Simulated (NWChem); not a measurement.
Two isomers of C3H7NSi, each optimised at PBE0/def2-SVP with NWChem. Flexible species stand in one conformer each, which need not be the lowest. For one or both, no frequency run checked for a minimum.

A: C1N(C)[SiH2]C=1
B: [SiH3]C1=NCC1

Task: Which is lower in energy, by how much, and how do their other properties compare?

Result: A is lower by 15.7 kcal/mol in electronic energy.
|  | A | B |
|---|---|---|
| highest occupied level (eV) | -5.67 | -7.28 |
| orbital gap (eV) | 5.95 | 6.56 |
| dipole (D) | 1.04 | 2.13 |
